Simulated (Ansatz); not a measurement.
Gas-phase electronic energies from Ansatz, PBE0-D4/def2-TZVP geometries. CBS: def2 TZ/QZ extrapolation, frozen cores. DFT in def2-TZVPP. B3LYP here is the variant with VWN-RPA as its local correlation; programs differ in this. HSE06 is defined as in plane-wave codes.

Reaction (ligand exchange at the Al–Cl bond): `[F][Al]([Cl])[Cl]` + H–F → `[F][Al]([F])[Cl]` + HCl

Task: Is it downhill or uphill in electronic energy at CCSD(T)/CBS, and by how much? (Estimate.)

Result: Computed: Downhill: ΔE = -19.0 kJ/mol.

Task: What do these levels give: r2SCAN-D4, B3LYP-D4, HSE06-D4, revPBE, HSE06, BHLYP, CAM-B3LYP, HF/def2-TZVPP, MP2/def2-TZVPP, HF/def2-QZVPP, CCSD(T)/def2-QZVPP, MP2/CBS(def2)? (Estimate.)

Result: Computed: r2SCAN-D4 -20.6, B3LYP-D4 -23.0, HSE06-D4 -13.5, revPBE -19.5, HSE06 -15.6, BHLYP -25.1, CAM-B3LYP -28.7, HF/def2-TZVPP -23.3, MP2/def2-TZVPP -19.6, HF/def2-QZVPP -25.9, CCSD(T)/def2-QZVPP -21.4, MP2/CBS(def2) -16.4 kJ/mol.

Largest T1 diagnostic among the species: 0.012.

At CCSD(T), def2-SVP lies −6.5 kJ/mol from the extrapolated value and def2-TZVPP −3.6 kJ/mol. The D4 term adds +4.0 kJ/mol with B3LYP and +2.1 kJ/mol with PBE0; it sums over pairs of atoms, weighted by their polarisabilities, and B3LYP, whose exchange is more repulsive, gets the larger term.
